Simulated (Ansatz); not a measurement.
# What each rung costs, and what it gives

Saddle point of GeH6O3, singlet (GeH₄O ([OH][GeH3]) + H₂O₂ ([OH][OH]) → GeH₄O₂ ([OH][O][GeH3]) + H₂O; bonds formed: Ge1–O7, O2–H6; bonds broken: Ge1–O2, H6–O7), PBE0-D4/def2-TZVP structure:

```csv
atom,x (Å),y (Å),z (Å)
Ge1,-0.4568,-0.6774,-0.6946
O2,1.4440,-0.6704,0.0722
H3,0.1782,-1.2075,-2.0168
H4,-1.1463,-1.8492,0.0092
H5,-1.3255,0.5172,-1.1385
H6,0.9453,-0.0295,0.8155
O7,-0.2923,0.3550,1.1408
O8,-0.3333,1.7587,0.8834
H9,2.0962,-0.2111,-0.4645
H10,-1.1097,2.0143,1.3934
```

Barriers are electronic and count from the start structure reached by relaxing down the imaginary mode.

Computed with Ansatz 0.2.0 (basis: as named in each row); correlated methods freeze the cores. Filled d shells of the heavier atoms are correlated. The def2 sets are not built for correlating such inner shells, so the correlated values are less sure here. B3LYP uses VWN-RPA correlation. Extrapolation: Hartree–Fock as exp(−7.88 √X), correlation as X^−2.97.

Times are rough, for one single point on 4 threads of a shared host (Arm Neoverse V2).

The estimate by CCSD(T) at an estimated basis limit (MP2 extrapolated from triple and quadruple zeta, plus CCSD(T) − MP2 in triple zeta) is 126.8 kJ/mol.

```
      method       basis  time (s)  barrier (kJ/mol)  method less estimate
          HF      STO-3G   under 1             146.1                  19.3
      PBE-D4      STO-3G   under 1              -8.6                -135.4
       SPW92    def2-SVP   under 1              51.0                 -75.8
      PBE-D4    def2-SVP   under 1              76.8                 -50.1
    B3LYP-D4       6-31G   under 1              75.4                 -51.4
     PBE0-D4    def2-SVP         1              98.2                 -28.6
       SPW92  def2-TZVPP         1              69.3                 -57.5
      PBE-D4  def2-TZVPP         2              93.3                 -33.5
     BLYP-D4  def2-TZVPP         2             104.1                 -22.7
    BHLYP-D4  def2-TZVPP         2             136.2                   9.4
    B3LYP-D4  def2-TZVPP         2             117.6                  -9.2
     PBE0-D4  def2-TZVPP         2             111.6                 -15.3
CAM-B3LYP-D4  def2-TZVPP         2             120.6                  -6.2
  r2SCAN0-D4  def2-TZVPP         4             116.8                 -10.0
   r2SCAN-D4  def2-TZVPP         4             103.4                 -23.4
  RPA on PBE  def2-TZVPP         4             121.9                  -4.9
     wB97M-V    def2-SVP         4             103.2                 -23.6
      B2PLYP  def2-TZVPP         5             120.7                  -6.1
    PBE-QIDH  def2-TZVPP         5             120.5                  -6.3
     wB97X-V  def2-TZVPP         6             121.0                  -5.8
     CCSD(T)    def2-SVP         7             121.7                  -5.1
      B97M-V  def2-TZVPP         7             117.3                  -9.5
     wB97M-V  def2-TZVPP         8             117.6                  -9.2
         MP2  def2-QZVPP        21             121.1                  -5.7
     CCSD(T)  def2-TZVPP       160             123.8                  -3.0
```

All methods are single points on the PBE0-D4 structures; a negative value means that the method puts the saddle structure below the start.

No T1 diagnostic of these runs exceeds 0.014.

Labels in which every atom is bracketed show which atoms are joined, not bond orders.
